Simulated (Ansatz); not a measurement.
Correlation energies of CH6N2OSi (`N/C(O)=N\[SiH3]`) by basis set

Z-matrix (Å, degrees):
```
Si
N 1 1.705
H 1 1.503 2 113.2
H 1 1.487 2 110.7 3 -120.3
H 1 1.485 2 109.9 3 119.9
C 2 1.268 1 129.8 3 10.1
O 6 1.347 2 120.9 1 -179.9
N 6 1.355 2 128.9 1 1.7
H 7 0.965 6 105.2 2 -0.3
H 8 1.004 6 118.2 2 -12.5
H 8 1.004 6 118.8 2 -168.1
```

Charge 0, multiplicity 1. The geometry is a stationary point of PBE0-D4/def2-TZVP. It is one conformer, not always the lowest. Frozen core, restricted reference, Ansatz 0.2.0. CBS rows extrapolate triple and quadruple zeta; past MP2 they add the triple-zeta difference.

| basis | HF (Eh) | MP2 corr. |
| --- | --- | --- |
| def2-TZVPP | -514.19746 | -0.92938 |
| def2-QZVPP | -514.21714 | -0.99810 |

Estimate the CCSD correlation energy and the (T) correction in each basis where they were run (hartree).


```tsv
basis	CCSD corr.	(T)
def2-TZVPP	-0.96037	-0.03965
CBS(def2)	-1.07999	as TZ
```
